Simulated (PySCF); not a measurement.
# Two-component Hartree-Fock for Ag(2+) (silver, charge +2)

Start: [Kr] 4d9; 4d3/2 filled at m_j = -1/2, +1/2, +3/2; 4d5/2 filled at m_j = -5/2, -3/2, -1/2, +1/2, +3/2, +5/2. Calculated with PySCF 2.14 in x2c-TZVPall-2c (8s9p7d1f, 77 functions): generalised Hartree-Fock with the X2C-1e Hamiltonian and a Gaussian nucleus; one run each with spin-orbit coupling (SO) screened by Boettger's factors, then bare. This is a chosen level, not necessarily the ground level.

```json
{"spinor shell": "1s1/2", "electrons": "2", "ε, screened SO (eV)": "-25666.7", "ε, bare SO (eV)": "-25666.6", "weight of nominal j (bare SO)": "1.000", "rms radius, bare SO (bohr)": "0.0357"}
{"spinor shell": "2s1/2", "electrons": "2", "ε, screened SO (eV)": "-3884.5", "ε, bare SO (eV)": "-3884.5", "weight of nominal j (bare SO)": "1.000", "rms radius, bare SO (bohr)": "0.146"}
{"spinor shell": "2p1/2", "electrons": "2", "ε, screened SO (eV)": "-3601.5", "ε, bare SO (eV)": "-3607.3", "weight of nominal j (bare SO)": "1.000", "rms radius, bare SO (bohr)": "0.127"}
{"spinor shell": "2p3/2", "electrons": "4", "ε, screened SO (eV)": "-3424.3", "ε, bare SO (eV)": "-3421.9", "weight of nominal j (bare SO)": "1.000", "rms radius, bare SO (bohr)": "0.132"}
{"spinor shell": "3s1/2", "electrons": "2", "ε, screened SO (eV)": "-767.78", "ε, bare SO (eV)": "-767.79", "weight of nominal j (bare SO)": "1.000", "rms radius, bare SO (bohr)": "0.392"}
{"spinor shell": "3p1/2", "electrons": "2", "ε, screened SO (eV)": "-653.76", "ε, bare SO (eV)": "-654.82", "weight of nominal j (bare SO)": "1.000", "rms radius, bare SO (bohr)": "0.386"}
{"spinor shell": "3p3/2", "electrons": "4", "ε, screened SO (eV)": "-621.39", "ε, bare SO (eV)": "-620.96", "weight of nominal j (bare SO)": "1.000", "rms radius, bare SO (bohr)": "0.398"}
{"spinor shell": "3d3/2", "electrons": "4", "ε, screened SO (eV)": "-420.69", "ε, bare SO (eV)": "-421.75", "weight of nominal j (bare SO)": "1.000", "rms radius, bare SO (bohr)": "0.374"}
{"spinor shell": "3d5/2", "electrons": "6", "ε, screened SO (eV)": "-414.66", "ε, bare SO (eV)": "-413.99", "weight of nominal j (bare SO)": "1.000", "rms radius, bare SO (bohr)": "0.377"}
{"spinor shell": "4s1/2", "electrons": "2", "ε, screened SO (eV)": "-138.90", "ε, bare SO (eV)": "-138.91", "weight of nominal j (bare SO)": "1.000", "rms radius, bare SO (bohr)": "0.976"}
{"spinor shell": "4p1/2", "electrons": "2", "ε, screened SO (eV)": "-99.949", "ε, bare SO (eV)": "-100.13", "weight of nominal j (bare SO)": "0.958", "rms radius, bare SO (bohr)": "1.05"}
{"spinor shell": "4p3/2", "electrons": "4", "ε, screened SO (eV)": "-95.741", "ε, bare SO (eV)": "-95.678", "weight of nominal j (bare SO)": "0.979", "rms radius, bare SO (bohr)": "1.08"}
{"spinor shell": "4d3/2", "electrons": "3", "ε, screened SO (eV)": "-36.647", "ε, bare SO (eV)": "-36.743", "weight of nominal j (bare SO)": "0.864", "rms radius, bare SO (bohr)": "1.40"}
{"spinor shell": "4d5/2", "electrons": "6", "ε, screened SO (eV)": "-35.860", "ε, bare SO (eV)": "-35.808", "weight of nominal j (bare SO)": "0.932", "rms radius, bare SO (bohr)": "1.42"}
```

| quantity | screened SO | bare SO |
| --- | --- | --- |
| E (hartree) | -5312.34084 | -5312.43312 |
| M_J | 3/2 | 3/2 |
| ⟨J²⟩ | 3.754 | 3.753 |
| ⟨L²⟩ | 6.020 | 6.022 |
| ⟨S²⟩ | 0.766 | 0.768 |

Each row is a mean over spinors that exchange with the open shell spreads, by up to 4.394 eV (4p1/2).

Rows whose weight is well below 1 are mixtures of j = l ± 1/2: exchange outweighs spin-orbit coupling there, and the label is only the starting occupation.

Breit and QED terms are absent; they matter most for the inner s and p1/2 levels.

Densities and radii are taken from the X2C orbitals without a picture-change correction, which distorts them close to the nucleus.
